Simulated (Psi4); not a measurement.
dimethyl thioether (C2H6S), singlet, at a GFN2-xTB geometry; MP2/cc-pVDZ (Psi4 1.11).

Here is a job for Psi4.
```
memory 2 GB

molecule {
0 1
C    -0.00785030    1.37740407   -0.51360720
S     0.00254915   -0.00233310    0.66481604
C     0.00387440   -1.37376512   -0.52330710
H    -0.00953359    2.29198623    0.06939964
H     0.88368653    1.33243683   -1.13329467
H    -0.90367752    1.32479552   -1.12646809
H     0.01000382   -2.29241661    0.05323624
H    -0.89238709   -1.32447364   -1.13580872
H     0.89497696   -1.31683233   -1.14263530
}

set {
  basis cc-pvdz
}

energy('mp2')
print_variables()
```

Output, abridged:

```
    SCF Algorithm Type (re)set to DF.

   => Loading Basis Set <=

    Name: CC-PVDZ
    Role: ORBITAL
    Keyword: BASIS

         ---------------------------------------------------------
                                   SCF
               by Justin Turney, Rob Parrish, Andy Simmonett
                          and Daniel G. A. Smith
                              RHF Reference
         ---------------------------------------------------------

  ==> Geometry <==

    Molecular point group: c1
    Full point group: C1

    Geometry (in Angstrom), charge = 0, multiplicity = 1:

       Center              X                  Y                   Z               Mass
    ------------   -----------------  -----------------  -----------------  -----------------
         C           -0.008120014518     1.377650919793    -0.583947736951    12.000000000000
         S            0.002279435482    -0.002086250207     0.594475503049    31.972071174400
         C            0.003604685482    -1.373518270207    -0.593647636951    12.000000000000
         H           -0.009803304518     2.292233079793    -0.000940896951     1.007825032230
         H            0.883416815482     1.332683679793    -1.203635206951     1.007825032230
         H           -0.903947234518     1.325042369793    -1.196808626951     1.007825032230
         H            0.009734105482    -2.292169760207    -0.017104296951     1.007825032230
         H           -0.892656804518    -1.324226790207    -1.206149256951     1.007825032230
         H            0.894707245482    -1.316585480207    -1.212975836951     1.007825032230

  Running in c1 symmetry.

  Rotational constants: A =      0.58753  B =      0.25427  C =      0.19037 [cm^-1]
  Rotational constants: A =  17613.64019  B =   7622.67309  C =   5707.11961 [MHz]
  Nuclear repulsion =  110.920623706236299

  Charge       = 0
  Multiplicity = 1
  Electrons    = 34
  Nalpha       = 17
  Nbeta        = 17

  ==> Algorithm <==

  SCF Algorithm Type is DF.
  DIIS enabled.
  MOM disabled.
  Fractional occupation disabled.
  Guess Type is SAD.
  Energy threshold   = 1.00e-08
  Density threshold  = 1.00e-08
  Integral threshold = 1.00e-12

  ==> Primary Basis <==

  Basis Set: CC-PVDZ
    Blend: CC-PVDZ
    Number of shells: 38
    Number of basis functions: 76
    Number of Cartesian functions: 79
    Spherical Harmonics?: true
    Max angular momentum: 2

   => Loading Basis Set <=

    Name: (CC-PVDZ AUX)
    Role: JKFIT
    Keyword: DF_BASIS_SCF

  ==> Integral Setup <==

  SCF_SUBTYPE=INCORE selected. In-core MEM_DF algorithm will be used.
  Using in-core AOs.

  ==> MemDFJK: Density-Fitted J/K Matrices <==

    J tasked:                   Yes
    K tasked:                   Yes
    wK tasked:                   No
    Algorithm:                 Core
    Schwarz Cutoff:           1E-12
    Mask sparsity (%):       0.0693
    Fitting Condition:        1E-10

   => Auxiliary Basis Set <=

  Basis Set: (CC-PVDZ AUX)
    Blend: CC-PVDZ-JKFIT
    Number of shells: 138
    Number of basis functions: 390
    Number of Cartesian functions: 442
    Spherical Harmonics?: true
    Max angular momentum: 3

  Minimum eigenvalue in the overlap matrix is 1.0235650927E-02.
  Reciprocal condition number of the overlap matrix is 1.9855787192E-03.
    Using symmetric orthogonalization.

  ==> Pre-Iterations <==

  SCF Guess: Superposition of Atomic Densities via on-the-fly atomic UHF (no occupation information).

   -------------------------
    Irrep   Nso     Nmo
   -------------------------
     A         76      76
   -------------------------
    Total      76      76
   -------------------------

  ==> Iterations <==

                           Total Energy        Delta E     RMS |[F,P]|

   @DF-RHF iter SAD:  -476.19255086697297   -4.76193e+02   0.00000e+00
   @DF-RHF iter   1:  -476.69442692849026   -5.01876e-01   3.84404e-03 ADIIS/DIIS
   @DF-RHF iter   2:  -476.75077710643700   -5.63502e-02   1.35666e-03 ADIIS/DIIS
[...]
  Energy and wave function converged.

  ==> Post-Iterations <==

    Orbital Energies [Eh]
    ---------------------

    Doubly Occupied:

[...]
    Virtual:

[...]
    Final Occupation by Irrep:
              A
    DOCC [    17 ]
    NA   [    17 ]
    NB   [    17 ]

  @DF-RHF Final Energy:  -476.75807508772289

   => Energetics <=

    Nuclear Repulsion Energy =            110.9206237062362987
    One-Electron Energy =                -876.0483953163520709
    Two-Electron Energy =                 288.3696965223929283
    Total Energy =                       -476.7580750877228866

Computation Completed

Properties will be evaluated at   0.000000,   0.000000,   0.000000 [a0]

Properties computed using the SCF density matrix

 Multipole Moments:

 ------------------------------------------------------------------------------------
     Multipole            Electronic (a.u.)      Nuclear  (a.u.)        Total (a.u.)
 ------------------------------------------------------------------------------------

 L = 1.  Multiply by 2.5417464519 to convert [e a0] to [Debye]
 Dipole X            :          0.0147722           -0.0173291           -0.0025569
 Dipole Y            :         -0.0135202            0.0158605            0.0023402
 Dipole Z            :          3.8525808           -4.5194280           -0.6668472
 Magnitude           :                                                    0.6668562

 ------------------------------------------------------------------------------------

  //>>>>>>>>>>>>>>>>>>>>>>>>>>>>>>>>>>>//
  //               DFMP2               //
  //<<<<<<<<<<<<<<<<<<<<<<<<<<<<<<<<<<<//

   => Loading Basis Set <=

    Name: (CC-PVDZ AUX)
    Role: RIFIT
    Keyword: DF_BASIS_MP2

	 --------------------------------------------------------
	                          DF-MP2
	      2nd-Order Density-Fitted Moller-Plesset Theory

	        Rob Parrish, Justin Turney, Andy Simmonett,
	           Ed Hohenstein, and C. David Sherrill
	 --------------------------------------------------------

   => Auxiliary Basis Set <=

  Basis Set: (CC-PVDZ AUX)
    Blend: CC-PVDZ-RI
    Number of shells: 96
    Number of basis functions: 272
    Number of Cartesian functions: 312
    Spherical Harmonics?: true
    Max angular momentum: 3

	 --------------------------------------------------------
	                 NBF =    76, NAUX =   272
	 --------------------------------------------------------
	   CLASS    FOCC     OCC    AOCC    AVIR     VIR    FVIR
	   PAIRS       0      17      17      59      59       0
	 --------------------------------------------------------

	-----------------------------------------------------------
	 ==================> DF-MP2 Energies <====================
	-----------------------------------------------------------
	 Reference Energy          =    -476.7580750877228866 [Eh]
	 Singles Energy            =      -0.0000000000000000 [Eh]
	 Same-Spin Energy          =      -0.1014756803146955 [Eh]
	 Opposite-Spin Energy      =      -0.3399696234745616 [Eh]
	 Correlation Energy        =      -0.4414453037892570 [Eh]
	 Total Energy              =    -477.1995203915121238 [Eh]
	-----------------------------------------------------------
	 ================> DF-SCS-MP2 Energies <==================
	-----------------------------------------------------------
	 SCS Same-Spin Scale       =       0.3333333333333333 [-]
	 SCS Opposite-Spin Scale   =       1.2000000000000000 [-]
	 SCS Same-Spin Energy      =      -0.0338252267715652 [Eh]
	 SCS Opposite-Spin Energy  =      -0.4079635481694738 [Eh]
	 SCS Correlation Energy    =      -0.4417887749410390 [Eh]
	 SCS Total Energy          =    -477.1998638626639035 [Eh]
	-----------------------------------------------------------

  Variable Map:
  ----------------------------------------------------------------------------
[...]
  Array Variable Map:
  ----------------------------------------------------------------------------
[...]
[...]
```
